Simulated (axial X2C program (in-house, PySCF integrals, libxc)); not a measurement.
**Testing model relations on RhGe⁺**

A bond curve at the PBE0 level, with spin–orbit coupling, was computed with an axial X2C code built on PySCF integrals (basis Rh dyall-v3z [12s12p8d3f2g], Ge dyall-v3z [9s9p7d1f] (cores contracted in-house)) for the state Ω = 0 (closed shell). Its fit gives Re = 2.1192 Å, ωe = 373.9 cm⁻¹, ωexe = 0.981 cm⁻¹ and αe = 3.011e-04 cm⁻¹; the masses are 102.9055 and 73.9212 u. Two-component means X2C with spin–orbit coupling and atomic mean-field Coulomb and Gaunt terms.

**Question.** Find the reduced mass, Be and the force constant.

**Answer.** From the PBE0 values: μ = 43.0189 u. Be = 16.8576/(μ Re²) = 0.08726 cm⁻¹. k = 5.8918×10⁻⁷ μ ωe² = 3.54 mdyn/Å.

**Question.** Estimate the centrifugal constant by the Kratzer relation.

**Answer.** D = 4Be³/ωe² = 1.90e-08 cm⁻¹.

**Question.** Where do the fundamental and the first overtone lie?

**Answer.** ν(1←0) = ωe − 2ωexe = 371.9 cm⁻¹; ν(2←0) = 2ωe − 6ωexe = 741.9 cm⁻¹.

**Question.** Give B0, the J = 1←0 line in GHz and the most populated J at 300 K (kT = 208.5 cm⁻¹).

**Answer.** B0 = Be − αe/2 = 0.0871 cm⁻¹; 2B0 = 5.223 GHz; J(max) ≈ √(kT/2B0) − 1/2 = 34.1, so J = 34.

**Question.** A Morse curve ties αe to the other constants (Pekeris). How well does that hold?

**Answer.** αe(Morse) = 6Be²/ωe × (√(ωexe/Be) − 1) = 2.875e-04 cm⁻¹; the PBE0 curve gives 3.011e-04 cm⁻¹, a ratio of 0.95.

Occupations by symmetry block were frozen at the best pattern of an incomplete PBE0 search. Other states lie close and PBE0, whose exact exchange favours high spin, may order them wrongly; the determinant shown need not be the ground state. The nearest other 2c determinant of the search, Ω = 3, lies 0.21 eV up at the distance of the search.
